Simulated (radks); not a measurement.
Ti13+, 9 electrons, occupied as [He] 2s1.5 2p5 3d0.5 (fractional occupations, a model configuration).

Calculated with a radial shooting solver on a logarithmic mesh with Libxc functionals: non-relativistic Kohn-Sham, BLYP, spin-polarised, spherical densities, point nucleus; open shells are filled with parallel spins first.

Energy parts (eV):
| part | energy |
|---|---|
| total | -20429.284 |
| kinetic | 20419.577 |
| electron-nucleus | -44340.359 |
| Hartree | 4311.543 |
| exchange-correlation | -820.045 |

Orbitals (lengths in bohr, moments of r in powers of bohr; <r^-3> diverges for s and p1/2):
orbital  occ.  eigenvalue (eV)      <r>  <r^-3>     <r^2>
1s up       1        -5297.920  0.07005       -  0.006581
1s down     1        -5292.782  0.07002       -  0.006574
2s up       1        -927.2966   0.3150       -    0.1166
2s down   0.5        -916.9873   0.3159       -    0.1173
2p up       3        -850.3238   0.2758   284.6   0.09281
2p down     2        -839.6159   0.2766   284.0   0.09341
3s up       0        -346.7096   0.7956       -    0.7184
3s down     0        -343.4303   0.8000       -    0.7265
3p up       0        -323.2024   0.7806   62.62    0.7010
3p down     0        -319.8323   0.7860   61.78    0.7106
3d up     0.5        -291.2927   0.7088   8.920    0.5799
3d down     0        -287.0581   0.7175   8.609    0.5942
4d up       0        -158.4658    1.468   3.625     2.471
4f up       0        -152.7964    1.303   1.009     1.890

The highest occupied level is 3d up at -291.29 eV. The configuration is held as typed, so some empty levels lie below it. The electron density at the nucleus is 6976 e/bohr^3. The spin density at the nucleus is 151.9 e/bohr^3 (1s -1.6, 2s 153.5), a Fermi contact field of 7.97e+03 T. Summed over all electrons, <r^2> = 0.9436 bohr^2, which gives a Langevin (diamagnetic) susceptibility term of -0.747 x 10^-6 cm^3/mol. Virial ratio -V/T = 2.00048. The density falls to 0.001 e/bohr^3 at r = 1.51 bohr. Spin moment in Bohr magnetons: 2.
